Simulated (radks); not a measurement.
Problem. Coherent X-ray form factor from a spherical all-electron density. Method: Dirac Kohn-Sham, exchange-only LDA, spin-unpolarised, spherical densities, point nucleus; computed with a radial shooting solver on a logarithmic mesh with Libxc functionals.

| sin(theta)/lambda (1/angstrom) | f0 (electrons) |
|---|---|
| 0.05 | 62.573 |
| 0.1 | 59.419 |
| 0.15 | 55.933 |
| 0.2 | 52.485 |
| 0.25 | 49.111 |
| 0.3 | 45.882 |
| 0.4 | 40.137 |
| 0.5 | 35.416 |
| 0.6 | 31.500 |
| 0.8 | 25.348 |
| 1 | 21.004 |
| 1.25 | 17.526 |
| 1.5 | 15.238 |
| 2 | 11.618 |

The species is in the configuration that NIST lists as its ground one. Which atom or ion scatters so?

Solution. Neutral gadolinium, [Xe] 4f7 5d1 6s2. Extrapolating in s^2 from the first two rows gives f0(0) = 63.6, near the electron count 64; among species with that count, the fall with angle is slower the higher Z, and the table is that of Z = 64; from so few rows the species is fixed only to a neighbour or two.
